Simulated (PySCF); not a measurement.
# Spinor energies of W⁴³⁺ (tungsten, charge +43)

Start: [Ar] 3d10 4s2 4p1; 4p1/2 filled at m_j = +1/2. Calculated with PySCF 2.14 in an even-tempered Gaussian basis (16 s from 5.5 bohr⁻², ratio 2.8; 13 p from 7.2 bohr⁻², ratio 2.8; 8 d from 13 bohr⁻², ratio 2.8; 4 f from 30 bohr⁻², ratio 3): generalised Hartree-Fock with the X2C-1e Hamiltonian and a Gaussian nucleus; one run each with spin-orbit coupling (SO) switched off, then screened by Boettger's factors.

```tsv
spinor shell	electrons	ε, spin-free (eV)	ε, screened SO (eV)	weight of nominal j (screened SO)	rms radius, screened SO (bohr)
1s1/2	2	-72014.2	-71991.1	1.000	0.0208
2s1/2	2	-14286.0	-14277.9	1.000	0.0837
2p1/2	2	-12761.5	-13731.0	1.000	0.0711
2p3/2	4	-12761.5	-12366.4	1.000	0.0785
3s1/2	2	-4849.1	-4845.6	1.000	0.212
3p1/2	2	-4386.0	-4607.4	1.000	0.203
3p3/2	4	-4386.0	-4292.7	1.000	0.217
3d3/2	4	-3869.4	-3908.2	1.000	0.189
3d5/2	6	-3869.4	-3839.8	1.000	0.193
4s1/2	2	-2282.7	-2281.6	1.000	0.444
4p1/2	1	-2131.4	-2200.7	1.000	0.432
```

```json
{"quantity": "E (hartree)", "spin-free": "-14898.72056", "screened SO": "-14919.55760"}
{"quantity": "M_J", "spin-free": "1/2", "screened SO": "1/2"}
{"quantity": "⟨J²⟩", "spin-free": "1.108", "screened SO": "0.751"}
{"quantity": "⟨L²⟩", "spin-free": "2.003", "screened SO": "2.055"}
{"quantity": "⟨S²⟩", "spin-free": "0.751", "screened SO": "0.803"}
```

Each row is a mean over spinors that exchange with the open shell spreads, by up to 6.870 eV (3p1/2).

Breit and QED terms are absent; they matter most for the inner s and p1/2 levels.

Densities and radii are taken from the X2C orbitals without a picture-change correction, which distorts them close to the nucleus.

Without spin-orbit coupling the j labels of p, d and f shells carry no meaning; the spin-free column gives the mean over the occupied spinors of each nl shell, and its ⟨J²⟩ belongs to a mixture of degenerate components.
